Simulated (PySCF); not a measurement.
Species: C5H11OSi (doublet state).
SMILES with atom numbers: `[CH3:1][Si@H:2]1[CH:3][CH2:4][O:5][CH2:6][CH2:7]1` (hydrogens: H8, H9, H10 on C1; H11 on Si2; H12 on C3; H13, H14 on C4; H15, H16 on C6; H17, H18 on C7)

Geometry (GFN2-xTB, Å), atoms numbered from 1 in this order:
```
atom  x, y, z in Å
C1     2.4630   -0.7075    0.1782
Si2    0.9007   -0.2549   -0.8068
C3    -0.5146   -1.3977   -0.4772
C4    -1.8430   -0.8873   -0.0768
O5    -1.8967    0.4256    0.4172
C6    -1.3147    1.4105   -0.4106
C7     0.2070    1.4478   -0.3107
H8     2.2772   -0.7381    1.2475
H9     3.2552    0.0113   -0.0034
H10    2.8276   -1.6831   -0.1248
H11    1.2353   -0.2312   -2.2493
H12   -0.4845   -2.4573   -0.6781
H13   -2.5313   -0.9798   -0.9468
H14   -2.2758   -1.5038    0.7231
H15   -1.6192    1.2482   -1.4551
H16   -1.7493    2.3547   -0.0665
H17    0.5786    2.2468   -0.9504
H18    0.4758    1.7020    0.7142
```

The hyperfine couplings belong to this conformer and change with its torsions.

The calculation used PySCF, UKS B3LYP, pcH-1 on C H O Si, non-relativistic, mean-field spin-orbit, GIAO. Geometry: GFN2-xTB, one conformer, isolated molecule. Couplings are sensitive to structure, and on GFN2-xTB geometries they can be far from those on DFT ones. Stability of the SCF solution: not tested.

Principal values of hyperfine tensors in MHz (contact, dipolar and spin–orbit terms together), for some of the nuclei:

| atom | isotope | A1 | A2 | A3 |
| --- | --- | --- | --- | --- |
| H13 | 1H | 139.48 | 142.85 | 154.07 |
| H14 | 1H | 90.83 | 92.00 | 104.98 |
| C3 | 13C | 5.90 | 6.79 | 228.67 |
| H12 | 1H | -90.30 | -55.68 | -18.68 |
| Si2 | 29Si | 40.03 | 41.68 | 44.85 |
| C4 | 13C | -36.47 | -32.51 | -31.56 |
| C1 | 13C | 23.58 | 23.78 | 30.80 |
| H9 | 1H | 3.55 | 4.34 | 8.34 |

Question: Give the isotropic coupling of each nucleus in MHz and in mT (g = 2.0026), and the anisotropic part.

Answer: a_iso is a third of the trace, T = A − a_iso, and a(mT) = a(MHz)/(g × 13.996). The tensors hold a spin–orbit part: the run splits a_iso into a_FC + a_SO, and T includes its anisotropic share.

| atom | a_iso (MHz) | a_FC | a_SO | a_iso (mT) | T1 | T2 | T3 |
| --- | --- | --- | --- | --- | --- | --- | --- |
| H13 | 145.47 | 145.47 | 0.00 | 5.190 | -5.99 | -2.62 | 8.61 |
| H14 | 95.94 | 95.94 | 0.00 | 3.423 | -5.11 | -3.94 | 9.05 |
| C3 | 80.46 | 80.55 | -0.09 | 2.871 | -74.56 | -73.66 | 148.22 |
| H12 | -54.89 | -54.90 | 0.01 | -1.958 | -35.41 | -0.80 | 36.21 |
| Si2 | 42.18 | 42.25 | -0.07 | 1.505 | -2.16 | -0.51 | 2.66 |
| C4 | -33.51 | -33.52 | 0.01 | -1.196 | -2.96 | 1.00 | 1.96 |
| C1 | 26.05 | 26.06 | 0.00 | 0.930 | -2.47 | -2.27 | 4.75 |
| H9 | 5.41 | 5.41 | 0.00 | 0.193 | -1.86 | -1.07 | 2.93 |

Question: What spin density at the nucleus of H12 lies behind its contact coupling (g_N = 5.58569)?

Answer: a_FC = 800.24 MHz bohr³ × g_N × ρ(0)/(2S). With a_FC = -54.90 MHz and 2S = 1, ρ(0) = -0.01228 bohr⁻³. In magnitude that is 3.9 % of the 1/π = 0.318 of a free hydrogen atom.

Question: H11 (1H, g_N = 5.58569) isn't in the table. Its spin density at the nucleus is 0.01475 bohr⁻³. What is its contact coupling?

Answer: By the same relation, a_FC = 66.0 MHz. Its full tensor has the principal values 62.50, 64.34, 71.01 MHz.

Question: Which nucleus of the table has the largest anisotropic coupling, and what is its form?

Answer: C3: -74.6, -73.7, 148.2 MHz, axial, in the ratio −1:−1:+2, the form that spin in one p orbital centred on that nucleus gives.

Question: What first-order splitting does C3 cause when the field lies along A1, A2 or A3 of its tensor (g taken as isotropic, no quadrupole term)?

Answer: 2 lines (I = 1/2), spaced by |A_i|/(g × 13.996): 0.21, 0.24, 8.16 mT along the axes of A1, A2 and A3.
